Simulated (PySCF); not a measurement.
Partial charges of `CC#CCC(=O)[O-]`

Compound: C₅H₅O₂ (charge -1).
Geometry (GFN2-xTB, Å), atoms numbered from 1 in this order:
```
atom  x, y, z in Å
C1     2.5035   -0.0798    0.4840
C2     1.1225   -0.1695    0.0382
C3    -0.0196   -0.2437   -0.3307
C4    -1.3966   -0.2965   -0.7190
C5    -2.3081    0.5374    0.3388
O6    -2.7460   -0.1305    1.2758
O7    -2.4662    1.7247    0.0537
H8     2.6056    0.6873    1.2553
H9     2.8321   -1.0357    0.9000
H10    3.1613    0.1796   -0.3503
H11   -1.5334    0.1559   -1.7052
H12   -1.7539   -1.3300   -0.7224
```

Density: PBE0/pcSseg-1 (PySCF); schemes: Mulliken, IAO, Hirshfeld and ESP-fitted. The structure is a single GFN2-xTB conformer in the gas phase; no vibrational or solvent corrections. The pcSseg-1 basis has no diffuse functions, a weakness for an anion.

Problem. Tabulate the Mulliken, IAO, Hirshfeld and ESP-fitted charges.

Solution. In e; atoms taken as equivalent share a row and are averaged (×n: the atom named and its like, n in all):

```
     atom                    environment  Mulliken     IAO  Hirshfeld  ESP-fitted
       C1             propargylic carbon    -0.199  -0.420     -0.113      -0.510
       C2                  alkyne carbon    -0.314  -0.149     -0.117      +0.031
       C3                  alkyne carbon    -0.039  -0.018     -0.064      -0.181
       C4  sp3 carbon next to a carbonyl    -0.271  -0.378     -0.112      -0.273
       C5             carboxylate carbon    +0.380  +0.527     +0.115      +0.805
    O6/O7             carboxylate oxygen    -0.561  -0.645     -0.436      -0.742
H8/H9/H10                methyl hydrogen    +0.120  +0.146     +0.039      +0.149
  H11/H12             methylene hydrogen    +0.104  +0.144     +0.022      +0.082
```

Mean size of the charges over all atoms: ESP-fitted 0.325 e, IAO 0.293 e, Mulliken 0.241 e, Hirshfeld 0.130 e. Each set sums to the total charge, -1, to within 0.001 e. The Mulliken scheme counts on each atom the diagonal of the density matrix times the overlap matrix over that atom's basis functions. The IAO scheme projects the occupied orbitals on a minimal set of polarised atomic orbitals and counts the electrons in each atom's part of it.

Some averages cover members that differ in this geometry: H8/H9/H10, ESP-fitted +0.135 to +0.170 e.

Lowest charge. All schemes agree: Mulliken O6/O7 (-0.561); IAO O6/O7 (-0.645); Hirshfeld O6/O7 (-0.436); ESP-fitted O6/O7 (-0.742).

Highest charge. All schemes agree: Mulliken C5 (+0.380); IAO C5 (+0.527); Hirshfeld C5 (+0.115); ESP-fitted C5 (+0.805).

Problem. How many electrons does the IAO scheme count on C4?

Solution. Z − q = 6 − (-0.378) = 6.378.

Problem. Sum the charges by element.

Solution. 
```tsv
element	atoms	Mulliken	IAO	Hirshfeld	ESP-fitted
C	5	-0.443	-0.438	-0.291	-0.128
O	2	-1.123	-1.291	-0.871	-1.483
H	5	+0.566	+0.728	+0.162	+0.612
```
